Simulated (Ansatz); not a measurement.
Cost and result for the atomization energy of `O[B]1[SiH2][Al]1[TeH]` (9 atoms, 9 bonds).

```xyz
9

O     0.029    0.186   -2.554
B     0.081    0.351   -1.220
Si    1.039    1.462    0.065
Al    0.041   -0.608    0.648
Te   -0.583   -2.006    2.687
H    -0.385   -0.634   -2.836
H    -0.080    1.225    1.137
H     1.522    2.855    0.338
H    -1.664   -2.832    1.736
```

Total charge 0; spin multiplicity 1. Correlated methods include outer-core shells of Te, which these sets cover unevenly. Te takes the def2 core potential. The geometry is a stationary point of PBE0-D4/def2-TZVP. It is one conformer, not always the lowest. Program: Ansatz. All runs use 4 threads of a server CPU on a shared host. Times are those of one run each, without the atoms' runs, and a repeat can differ threefold. Electronic energies, without spin–orbit coupling; frozen cores. CCSD(T)/CBS adds CCSD(T) − MP2 in def2-TZVPP to the MP2 limit, and its time is that of the two runs behind it. T1 = 0.015. With those shells the extrapolation isn't a true limit. B3LYP takes the VWN-RPA correlation (the form of Gaussian; ORCA's B3LYP/G). HSE06 is the plane-wave form, built on full-range PBE exchange.

CCSD(T)/CBS is a level of theory with its own doubt, some kJ/mol a heavy atom from the limit and from the frozen cores, so smaller differences don't rank the functionals.

| level | functions | wall time |
| --- | --- | --- |
| PBE-D4/def2-TZVPP (with forces) | 252 | 1.6 s |
| HSE06-D4/def2-TZVPP | 252 | 2.3 s |
| BHLYP-D4/def2-TZVPP | 252 | 2.6 s |
| r2SCAN-D4/def2-TZVPP (with forces) | 252 | 3 s |
| CAM-B3LYP-D4/def2-TZVPP | 252 | 3 s |
| B3LYP-D4/def2-TZVPP (with forces) | 252 | 3.2 s |
| r2SCANh-D4/def2-TZVPP | 252 | 3.4 s |
| PBE-QIDH/def2-TZVPP | 252 | 3.9 s |
| CCSD(T)/def2-SVP | 110 | 3.9 s |
| B97M-V/def2-TZVPP | 252 | 4 s |
| MP2/def2-QZVPP | 456 | 15 s |
| CCSD(T)/def2-TZVPP | 252 | 49 s |
| CCSD(T)/CBS(def2) | – | 63 s |

(1) What atomization energy does each give, and how far from CCSD(T)/CBS? (Estimate.)

Results:

(1) Computed: 
| level | atomization (kcal/mol) | difference from CCSD(T)/CBS | per bond |
| --- | --- | --- | --- |
| PBE-D4/def2-TZVPP (with forces) | 666.7 | 15.2 | 1.7 |
| HSE06-D4/def2-TZVPP | 652.0 | 0.5 | 0.1 |
| BHLYP-D4/def2-TZVPP | 622.2 | -29.3 | -3.3 |
| r2SCAN-D4/def2-TZVPP (with forces) | 659.5 | 8.0 | 0.9 |
| CAM-B3LYP-D4/def2-TZVPP | 642.4 | -9.1 | -1.0 |
| B3LYP-D4/def2-TZVPP (with forces) | 644.3 | -7.2 | -0.8 |
| r2SCANh-D4/def2-TZVPP | 653.2 | 1.7 | 0.2 |
| PBE-QIDH/def2-TZVPP | 644.7 | -6.8 | -0.8 |
| CCSD(T)/def2-SVP | 600.4 | -51.1 | -5.7 |
| B97M-V/def2-TZVPP | 661.9 | 10.4 | 1.2 |
| MP2/def2-QZVPP | 655.0 | 3.5 | 0.4 |
| CCSD(T)/def2-TZVPP | 628.9 | -22.6 | -2.5 |
| CCSD(T)/CBS(def2) | 651.5 | 0.0 | 0.0 |

In def2-TZVPP, CCSD(T) changes the Hartree–Fock value by +185.6 kcal/mol (the triples alone add +16.1 kcal/mol) and MP2 by +198.5 kcal/mol; breaking electron pairs costs correlation energy, which Hartree–Fock lacks. The D4 term adds +9.0 kcal/mol with B3LYP and +4.8 kcal/mol with PBE0; it sums over pairs of atoms, weighted by their polarisabilities, and B3LYP, whose exchange is more repulsive, gets the larger term. From r2SCAN to r2SCAN0 (25 % exact exchange), in def2-TZVPP and without D4, the atomization energy moves by −15.6 kcal/mol: exact exchange takes away binding that semilocal exchange gives to molecules.

Spin–orbit coupling would lower the free Te atoms strongly, and the atomization energy with them, by more than many differences here.
